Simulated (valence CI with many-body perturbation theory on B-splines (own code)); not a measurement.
## E1 line list for Pb69+

Level of theory: relativistic CI+MBPT: three valence electrons over a frozen Dirac-Fock core [Ne], radial functions for each j: 11 s, 11 p, 10 d, 8 f, 5 g, 2 h, with the one-electron correlation potential Σ1 (screened to all orders), the two-electron term Σ2, the three-electron term Σ3, Breit, model QED; selected single and double excitations, second order for the rest, scaled by the run's own slope (own B-spline code, finite nucleus).

No measured spectrum was set against this ion. As an estimate, large intervals hold to a few tenths of a per cent, small ones and those within an open d or f shell to about a per cent.

Lines 201 to 250 of 584 in falling wavelength, among levels below 34158 × 10³ cm⁻¹, chosen from the strongest by gf and those to the six lowest levels. Wavelengths and rates use the calculated energies. Electric multipoles are in the length gauge, E1 and E2 with the static RPA response of the core. Weak lines are less certain than strong ones. Lines between different terms over intervals too small for the method are left out, as are lines whose strength nearly cancels. The highest levels of a list are the least certain.

Levels are named by their leading jj configuration (3d3/2^4 stands for four electrons in 3d with j = 3/2), which in mixed levels can hold well under half, so a name can repeat and another be missing. Letters in brackets count levels of one name in rising energy.

| λ vac (nm) | Upper | Lower | A (s⁻¹) | log gf | Branch % |
| --- | --- | --- | --- | --- | --- |
| 3.028 | (3s 3d3/2 3d5/2) J=7/2 [b] | (3s 3p3/2 3d3/2) J=7/2 | 9.23e+10 | -0.99 | 1.8 |
| 3.014 | (3s 3d5/2^2) J=9/2 | (3s 3p3/2 3d5/2) J=9/2 | 2.80e+11 | -0.42 | 27.6 |
| 2.993 | (3s 3p3/2 3d5/2) J=7/2 [b] | (3s 3p3/2^2) J=5/2 | 3.15e+11 | -0.47 | 5.2 |
| 2.972 | (3p3/2 3d5/2^2) J=7/2 [b] | (3p3/2^2 3d5/2) J=7/2 | 3.59e+11 | -0.42 | 6.3 |
| 2.962 | (3d5/2^3) J=5/2 | (3p3/2 3d5/2^2) J=7/2 [a] | 1.66e+11 | -0.88 | 10.8 |
| 2.942 | (3s 3p1/2 3d5/2) J=5/2 [b] | (3s 3p1/2 3p3/2) J=3/2 [a] | 6.08e+09 | -2.32 | 1.5 |
| 2.936 | (3p3/2 3d5/2^2) J=3/2 [b] | (3p3/2^2 3d5/2) J=1/2 | 2.24e+11 | -0.94 | 3.7 |
| 2.910 | (3s 3p1/2 3d5/2) J=3/2 | (3s 3p1/2 3p3/2) J=3/2 [a] | 6.17e+10 | -1.50 | 6.1 |
| 1.924 | (3p1/2^2 3d3/2) J=3/2 | (3s^2 3p3/2) J=3/2 | 9.44e+08 | -3.68 | 0.5 |
| 1.665 | (3p3/2^2 3d5/2) J=7/2 | (3s 3p3/2 3d5/2) J=5/2 [b] | 1.33e+12 | -0.35 | 14.3 |
| 1.640 | (3p3/2 3d3/2 3d5/2) J=7/2 [a] | (3s 3d3/2 3d5/2) J=7/2 [b] | 4.86e+11 | -0.80 | 5.8 |
| 1.634 | (3p3/2 3d5/2^2) J=5/2 [a] | (3s 3d5/2^2) J=3/2 | 1.45e+12 | -0.46 | 28.6 |
| 1.633 | (3s 3p1/2 3p3/2) J=3/2 [a] | (3s^2 3p1/2) J=1/2 | 3.38e+10 | -2.27 | 90.2 |
| 1.626 | (3p3/2^2 3d5/2) J=1/2 | (3s 3p3/2 3d5/2) J=3/2 [b] | 2.40e+12 | -0.72 | 23.9 |
| 1.621 | (3p3/2 3d3/2 3d5/2) J=3/2 [a] | (3s 3d3/2 3d5/2) J=3/2 [b] | 1.06e+12 | -0.78 | 11.7 |
| 1.620 | (3p3/2 3d3/2 3d5/2) J=5/2 [b] | (3s 3d3/2 3d5/2) J=3/2 [b] | 4.11e+11 | -1.01 | 4.7 |
| 1.620 | (3p3/2 3d5/2^2) J=5/2 [a] | (3s 3d5/2^2) J=7/2 | 1.27e+12 | -0.52 | 25.1 |
| 1.619 | (3p3/2^2 3d3/2) J=1/2 | (3s 3p3/2 3d3/2) J=1/2 [b] | 3.09e+12 | -0.61 | 22.6 |
| 1.619 | (3s 3p3/2 3d5/2) J=5/2 [a] | (3s^2 3d5/2) J=5/2 | 9.03e+11 | -0.67 | 59.9 |
| 1.618 | (3p1/2 3p3/2 3d5/2) J=7/2 [a] | (3s 3p1/2 3d5/2) J=5/2 [b] | 2.83e+11 | -1.05 | 7.1 |
| 1.615 | (3p3/2 3d5/2^2) J=7/2 [a] | (3s 3d5/2^2) J=7/2 | 8.33e+11 | -0.58 | 17.4 |
| 1.612 | (3p3/2^2 3d5/2) J=9/2 | (3s 3p3/2 3d5/2) J=7/2 [b] | 4.76e+12 | 0.27 | 53.4 |
| 1.612 | (3p3/2^2 3d5/2) J=7/2 | (3s 3p3/2 3d5/2) J=7/2 [b] | 1.05e+12 | -0.49 | 11.3 |
| 1.608 | (3p3/2 3d5/2^2) J=9/2 | (3s 3d5/2^2) J=7/2 | 1.50e+12 | -0.24 | 29.3 |
| 1.606 | (3s 3p3/2^2) J=5/2 | (3s^2 3p3/2) J=3/2 | 1.65e+12 | -0.42 | 99.8 |
| 1.605 | (3p3/2 3d3/2 3d5/2) J=5/2 [b] | (3s 3d3/2 3d5/2) J=5/2 [b] | 1.95e+12 | -0.34 | 22.2 |
| 1.601 | (3p3/2^2 3d3/2) J=7/2 | (3s 3p3/2 3d3/2) J=5/2 [b] | 7.04e+12 | 0.34 | 55.9 |
| 1.600 | (3p1/2 3p3/2 3d5/2) J=3/2 [a] | (3s 3p1/2 3d5/2) J=3/2 | 2.01e+12 | -0.51 | 54.4 |
| 1.600 | (3p3/2 3d5/2^2) J=5/2 [a] | (3s 3d5/2^2) J=5/2 | 1.74e+12 | -0.40 | 34.2 |
| 1.599 | (3p1/2 3p3/2^2) J=3/2 | (3s 3p1/2 3p3/2) J=1/2 | 2.84e+12 | -0.36 | 38.1 |
| 1.598 | (3p3/2^2 3d3/2) J=3/2 [a] | (3s 3p3/2 3d3/2) J=3/2 [b] | 1.90e+12 | -0.54 | 14.0 |
| 1.598 | (3p3/2 3d3/2 3d5/2) J=9/2 [a] | (3s 3d3/2 3d5/2) J=7/2 [a] | 3.18e+12 | 0.09 | 39.9 |
| 1.596 | (3p3/2 3d3/2 3d5/2) J=11/2 | (3s 3d3/2 3d5/2) J=9/2 | 5.97e+12 | 0.44 | 83.3 |
| 1.595 | (3p3/2 3d5/2^2) J=7/2 [a] | (3s 3d5/2^2) J=5/2 | 3.19e+12 | -0.01 | 66.5 |
| 1.594 | (3p1/2 3p3/2 3d5/2) J=7/2 [a] | (3s 3p1/2 3d5/2) J=7/2 | 3.00e+11 | -1.04 | 7.5 |
| 1.593 | (3p3/2 3d3/2 3d5/2) J=7/2 [b] | (3s 3d3/2 3d5/2) J=7/2 [b] | 2.26e+12 | -0.16 | 27.3 |
| 1.593 | (3p3/2 3d3/2 3d5/2) J=7/2 [b] | (3s 3d3/2 3d5/2) J=5/2 [b] | 2.72e+12 | -0.08 | 33.0 |
| 1.592 | (3p3/2 3d5/2^2) J=11/2 | (3s 3d5/2^2) J=9/2 | 4.07e+12 | 0.27 | 93.7 |
| 1.590 | (3s 3p3/2 3d5/2) J=3/2 [a] | (3s^2 3d5/2) J=5/2 | 5.89e+11 | -1.05 | 41.8 |
| 1.587 | (3p1/2 3p3/2^2) J=5/2 | (3s 3p1/2 3p3/2) J=3/2 [b] | 1.73e+12 | -0.41 | 60.4 |
| 1.586 | (3p3/2 3d5/2^2) J=3/2 [a] | (3s 3d5/2^2) J=1/2 | 2.43e+12 | -0.44 | 46.4 |
| 1.585 | (3p3/2^2 3d5/2) J=5/2 [a] | (3s 3p3/2 3d5/2) J=3/2 [b] | 3.61e+12 | -0.09 | 38.5 |
| 1.585 | (3p3/2 3d3/2 3d5/2) J=7/2 [a] | (3s 3d3/2 3d5/2) J=7/2 [a] | 3.73e+11 | -0.95 | 4.4 |
| 1.584 | (3p3/2 3d5/2^2) J=1/2 | (3s 3d5/2^2) J=3/2 | 4.48e+12 | -0.47 | 79.6 |
| 1.583 | (3p3/2 3d3/2 3d5/2) J=7/2 [a] | (3s 3d3/2 3d5/2) J=5/2 [a] | 2.49e+12 | -0.12 | 29.6 |
| 1.582 | (3p1/2 3p3/2 3d5/2) J=5/2 [a] | (3s 3p1/2 3d5/2) J=5/2 [b] | 1.75e+12 | -0.40 | 55.6 |
| 1.581 | (3p3/2^2 3d3/2) J=5/2 | (3s 3p3/2 3d3/2) J=3/2 [b] | 4.54e+12 | 0.01 | 34.7 |
| 1.580 | (3p3/2 3d3/2^2) J=5/2 | (3s 3d3/2^2) J=5/2 | 1.51e+12 | -0.47 | 12.5 |
| 1.578 | (3p3/2 3d3/2^2) J=7/2 | (3s 3d3/2^2) J=5/2 | 7.15e+12 | 0.33 | 61.5 |
| 1.578 | (3p1/2 3p3/2 3d3/2) J=5/2 [a] | (3s 3p1/2 3d3/2) J=5/2 | 9.16e+11 | -0.69 | 34.4 |

(1) How does gf follow from A for the line at 1.583 nm?

Answers

(1) gf = 1.4992 × (2J+1)_upper × A / σ², with σ = 6315857 cm⁻¹ and 2J+1 = 8: gf = 0.750.
